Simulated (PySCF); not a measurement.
Species: C2H10Ge2O.
SMILES with atom numbers: `[CH3:1][CH2:2][O:3][GeH2:4][GeH3:5]` (hydrogens: H6, H7, H8 on C1; H9, H10 on C2; H11, H12 on Ge4; H13, H14, H15 on Ge5)

Structure used (PBE0-D3(BJ)/def2-SVP), in Å, numbered top down from 1:
```xyz
15
C2H10Ge2O angstrom
C     -2.1844    0.1681   -0.1954
C     -1.5392    0.1802    1.1763
O     -0.7911   -0.9738    1.4520
Ge     0.7393   -1.3303    0.5951
Ge     1.9975    0.7199    0.2497
H     -1.4279    0.1656   -0.9977
H     -2.8172    1.0575   -0.3391
H     -2.8102   -0.7288   -0.3178
H     -0.9188    1.0949    1.2883
H     -2.3195    0.2440    1.9541
H      1.4620   -2.3168    1.5266
H      0.4379   -2.0227   -0.7540
H      2.2025    1.4666    1.5797
H      1.2667    1.6538   -0.7331
H      3.3777    0.3779   -0.3424
```

The calculation used TDDFT CAM-B3LYP/def2-SVPD, vertical, gas phase, core orbitals frozen in the response (PySCF 2.14.0, density-fitted response routines). The CAM-B3LYP/def2-SVPD calculation is non-relativistic and has no spin–orbit coupling, an omission that weighs most on germanium.

Transition dipole moments from the ground state, in atomic units and in the frame of the coordinates above (overall signs are arbitrary), for the states with f of 0.002 or more among the lowest 7:

```json
{"state": "S1", "E (hartree)": "0.2324", "μx": "0.208", "μy": "-0.061", "μz": "-0.007"}
{"state": "S2", "E (hartree)": "0.2548", "μx": "-0.140", "μy": "-0.458", "μz": "-0.034"}
{"state": "S3", "E (hartree)": "0.2586", "μx": "0.568", "μy": "0.155", "μz": "-0.232"}
{"state": "S4", "E (hartree)": "0.2599", "μx": "-0.606", "μy": "-0.840", "μz": "-0.048"}
{"state": "S5", "E (hartree)": "0.2691", "μx": "0.126", "μy": "0.085", "μz": "0.319"}
{"state": "S6", "E (hartree)": "0.2793", "μx": "-0.443", "μy": "-0.703", "μz": "0.331"}
{"state": "S7", "E (hartree)": "0.2819", "μx": "-0.021", "μy": "-0.127", "μz": "-0.121"}
```

Problem. What oscillator strength does each state have?

Solution. f = (2/3) ΔE |μ|² with ΔE in hartree (27.2114 eV).

```
state  |μ|² (au)  |μ| (D)      f
   S1      0.047     0.55  0.007
   S2      0.231     1.22  0.039
   S3      0.400     1.61  0.069
   S4      1.074     2.63  0.186
   S5      0.125     0.90  0.022
   S6      0.800     2.27  0.149
   S7      0.031     0.45  0.006
```

Problem. Which bond between heavy atoms lies closest to the direction of the S4 transition dipole?

Solution. Ge4–Ge5, at 12° from it; next C2–O3 at 70°.

Problem. What angle do the transition dipoles of S4 and S5 make?

Solution. |cos θ| = |μa·μb| / (|μa| |μb|) = 0.45, so θ ≈ 64° (taken between 0 and 90°, since the signs are arbitrary).

Problem. What peak molar absorption coefficient would the strongest computed level give as a lone Gaussian band 0.4 eV wide at half height?

Solution. ε(max) = 2.175×10⁸ f / FWHM, with the width in cm⁻¹. S4: 2.175×10⁸ × 0.1861 / 3226 ≈ 13000 L mol⁻¹ cm⁻¹.

All these states lie below the vertical ionisation energy of 9.56 eV (ΔSCF).

One conformer stands for the species.

Without π bonds the low states may be Rydberg-like; a valence basis with one diffuse set may place them up to an eV too high.
